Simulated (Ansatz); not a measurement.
Consider the substitution at a C–C bond: `BN(B)CC` + `[OH][Ga]([OH])[SH]` → `C[O][Ga]([OH])[SH]` + `BN(B)C`.

Program: Ansatz. Geometries: PBE0-D4/def2-TZVP. ΔE: electronic, gas phase. CBS: MP2 limit from def2 TZ/QZ plus the TZ coupled-cluster correction, frozen cores. This one scheme is used for every species. Functionals use def2-TZVPP. B3LYP here is the variant with VWN-RPA as its local correlation; programs differ in this. For Ga outer-core shells are correlated without core-valence functions, which leaves a few kJ/mol of doubt a bond. Scalar relativity is left out up to krypton. Each species was taken in one conformer, which may not be the lowest.

`BN(B)CC`:

Z-matrix (Å, degrees):
```
C
C 1 1.515
N 1 1.468 2 111.8
H 1 1.092 2 110.1 3 -120.8
H 1 1.092 2 110.1 3 120.8
H 2 1.092 1 110.8 3 180.0
H 2 1.093 1 110.7 3 -59.9
H 2 1.093 1 110.7 3 59.9
B 3 1.418 1 119.5 2 -89.6
B 3 1.418 1 119.5 2 89.0
H 9 1.199 3 119.1 1 -1.6
H 9 1.193 3 119.2 1 178.6
H 10 1.199 3 119.1 1 1.7
H 10 1.193 3 119.2 1 -178.6
```

`[OH][Ga]([OH])[SH]`:

Z-matrix (Å, degrees):
```
Ga
O 1 1.775
S 1 2.185 2 119.2
O 1 1.779 2 116.7 3 180.0
H 2 0.960 1 112.7 3 180.0
H 3 1.345 1 91.9 2 -0.0
H 4 0.959 1 114.9 2 180.0
```

`C[O][Ga]([OH])[SH]`:

```xyz
10

C    -0.675   -0.853   -1.517
O    -0.859    0.205   -0.609
Ga    0.233    0.524    0.752
O    -0.139    1.910    1.797
S     1.974   -0.733    1.156
H    -0.437   -0.459   -2.511
H     0.130   -1.541   -1.228
H    -1.599   -1.434   -1.593
H    -0.929    2.381    1.519
H     2.300   -0.001    2.235
```

`BN(B)C`:

Z-matrix (Å, degrees):
```
C
N 1 1.464
H 1 1.089 2 110.1
H 1 1.092 2 110.7 3 120.2
H 1 1.092 2 110.7 3 -120.1
B 2 1.420 1 118.9 3 -179.7
B 2 1.418 1 120.4 3 0.3
H 6 1.198 2 119.1 1 0.0
H 6 1.192 2 119.1 1 -180.0
H 7 1.198 2 119.3 1 -0.0
H 7 1.193 2 118.9 1 180.0
```

```tsv
level	ΔE (eV)
PBE0-D4	0.71
B3LYP-D4	0.65
PBE0	0.70
B3LYP	0.63
HF/def2-TZVPP	0.61
MP2/def2-TZVPP	0.78
CCSD(T)/def2-TZVPP	0.72
SCS-MP2/def2-QZVPP	0.73
```

(1) What does CCSD(T)/CBS give? (Estimate.)

Largest T1 diagnostic among the species: 0.014.

## Answers

(1) Computed: +0.74 eV. The listed levels differ from it by -0.03, -0.09, -0.04, -0.11, -0.13, 0.04, -0.02, -0.01 eV.

In def2-TZVPP, CCSD(T) changes the Hartree–Fock value by +0.11 eV (the triples alone add +0.01 eV) and MP2 by +0.17 eV.
